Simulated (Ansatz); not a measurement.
Si(GeH3)2H2 (SiGe2H8). The state is a singlet with charge 0. Geometry PBE0-D4/def2-SVP; atoms count from 1.

```csv
atom,x (Å),y (Å),z (Å)
Ge1,1.837,0.739,-0.279
Ge2,-1.447,-1.232,0.620
Si3,-0.539,0.681,-0.473
H4,2.257,0.547,1.191
H5,2.401,2.083,-0.776
H6,2.463,-0.394,-1.114
H7,-1.152,-1.165,2.130
H8,-0.814,-2.520,0.059
H9,-2.973,-1.312,0.422
H10,-0.915,0.656,-1.921
H11,-1.118,1.917,0.141
```

Another isomer (singlet) lies 0.12 eV lower at PBE0-D4/def2-TZVP; other spin states weren't run for this one.

(1) Estimate the Mulliken populations from the PBE0/def2-TZVP orbitals of Ansatz.

(2) And the Mayer bond orders between heavy atoms (over 0.3)?

Results:

(1) 
| atom | charge (e) |
| --- | --- |
| Ge1 | -0.02 |
| Ge2 | -0.02 |
| Si3 | -0.06 |
| H4 | 0.02 |
| H5 | 0.02 |
| H6 | 0.02 |
| H7 | 0.02 |
| H8 | 0.02 |
| H9 | 0.02 |
| H10 | 0.00 |
| H11 | 0.00 |
Mulliken values depend strongly on the basis.

(2) Ge1–Si3 0.94 (2.38 Å); Ge2–Si3 0.94 (2.38 Å).
